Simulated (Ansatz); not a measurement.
Start from `CCS[SiH3]` and change one atom or group to get `CCSCC`.

Ansatz, PBE0-D4/def2-TZVP geometries, multiplicity 1. Each molecule was computed in one conformer, which needn't be the lowest.

```tsv
property	`CCS[SiH3]`
HOMO–LUMO gap (B3LYP/def2-TZVPP) / eV	6.66
size of the dipole moment (PBE/def2-TZVPP) / D	1.52
ideal-gas entropy at 298 K and 1 bar (rigid rotor, harmonic PBE0-D4/def2-TZVP) / J/(mol·K)	345
HOMO–LUMO gap (PBE/def2-TZVPP) / eV	5.03
HOMO–LUMO gap (PBE0/def2-TZVPP) / eV	7.11
size of the dipole moment (ωB97M-V/def2-TZVPP) / D	1.50
```

What does the change do to each property? (Estimate.)

The calculation gave: 
| property | `CCSCC` | shift |
| --- | --- | --- |
| HOMO–LUMO gap (B3LYP/def2-TZVPP) / eV | 6.71 | 0.05 |
| size of the dipole moment (PBE/def2-TZVPP) / D | 1.59 | 0.07 |
| ideal-gas entropy at 298 K and 1 bar (rigid rotor, harmonic PBE0-D4/def2-TZVP) / J/(mol·K) | 344 | -1 |
| HOMO–LUMO gap (PBE/def2-TZVPP) / eV | 5.22 | 0.19 |
| HOMO–LUMO gap (PBE0/def2-TZVPP) / eV | 7.25 | 0.14 |
| size of the dipole moment (ωB97M-V/def2-TZVPP) / D | 1.61 | 0.11 |

With PBE0 the HOMO rises by 0.69 eV and the LUMO rises by 0.84 eV, so the gap widens by about 0.15 eV. PBE moves the HOMO by 0.71 eV and ωB97M-V by 0.65 eV. The zero-point energy changes by 106.8 kJ/mol with +9 modes. Dipoles are sizes alone; their direction can turn. Modes under 60 cm⁻¹, often nearly free rotors, make the harmonic entropy too high.

B3LYP here is the variant with VWN-RPA as its local correlation; programs differ in this.
